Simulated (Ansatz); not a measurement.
A nudged elastic band was laid between two geometries of F2H6O4W (13 atoms, charge 0, multiplicity 1).

All numbers below come from Ansatz, RKS PBE/def2-SVP.

- movable images: 5
- climbing image: yes
- spring: 5.0 eV/Å²
- optimiser: quadratic models (default)
- start path: through a guess of the saddle point
- force threshold: 0.05 eV/Å
- iteration limit: 60
- end points: relaxed

Initial state:

```xyz
13
Properties=species:S:1:pos:R:3
W -0.183 -0.013 0.240
H 0.308 0.077 1.895
F 1.519 -0.980 0.228
F -0.746 1.746 0.760
O -2.072 -0.103 -0.029
H -2.402 -1.019 -0.131
O -0.653 -1.875 0.564
H 0.181 -2.384 0.646
O 0.326 0.496 -1.521
H 1.206 0.912 -1.635
O 1.749 1.535 0.461
H 2.368 1.050 1.042
H 1.346 2.234 1.018
```

Final state:

```xyz
13
Properties=species:S:1:pos:R:3
W 0.168 0.069 -0.459
H 0.867 0.082 4.174
F 2.011 -0.459 -0.446
F 0.751 1.704 -1.314
O -1.691 0.366 -0.256
H -2.168 0.574 0.569
O -0.049 -1.620 0.396
H 0.745 -2.163 0.573
O -0.060 -0.457 -2.262
H 0.166 0.118 -3.018
O 0.500 1.123 1.105
H 0.916 2.003 1.026
H 0.794 0.334 3.450
```

(1) Which bonds break or form, and what moves?

(2) Give the energies along the band, and the barrier.

(3) What is the geometry of the highest image?

(4) What are the harmonic wavenumbers there?

## Answers

(1) Bonds broken: W1–H2, O11–H13. Bonds formed: H2–H13. F2H6O4W becomes F2H4O4W + H2.

(2) The forces met the threshold. The highest image is number 2 of 0 to 6, 0.87 eV above the first end and 1.57 eV above the last; the last end lies 0.70 eV below the first. A vibrational analysis at the climbing image gives one clearly imaginary mode, 813i cm⁻¹: a first-order saddle point. The orbitals stay closed-shell, which can raise the energy where a bond breaks towards radicals; this wasn't checked here.

```tsv
image	path coordinate (Å)	energy (eV)	W1–H2 (Å)	O11–H13 (Å)	H2–H13 (Å)
0	0.00	0.00	1.73	0.98	2.55
1	2.31	0.47	1.73	0.98	2.05
2	4.62	0.87	1.95	1.33	0.95
3	6.57	-0.28	3.29	2.29	0.77
4	8.53	-0.65	4.06	2.35	0.77
5	10.48	-0.70	4.81	2.51	0.77
6	12.44	-0.70	4.69	2.49	0.77
```

(3) 
```xyz
13
Properties=species:S:1:pos:R:3
W 0.292 0.248 -0.054
H -0.565 0.749 1.621
F 1.970 -0.622 -0.394
F 0.062 2.128 -0.195
O -1.598 -0.003 -0.325
H -2.075 -0.468 0.388
O 0.058 -1.419 0.936
H 0.865 -1.970 0.882
O 0.309 0.214 -1.955
H -0.501 0.572 -2.374
O 1.593 1.026 1.438
H 2.200 0.304 1.706
H 0.339 0.915 1.864
```

(4) 813i, 85, 141, 190, 220, 259, 276, 295, 301, 318, 375, 458, 464, 480, 542, 569, 631, 636, 642, 694, 755, 759, 779, 791, 834, 1005, 1237, 1701, 2137, 3667, 3675, 3678, 3725 cm⁻¹.

Run time: 8.1 min on 4 threads of Arm Neoverse V1, on a shared host, peak memory 0.23 GiB.
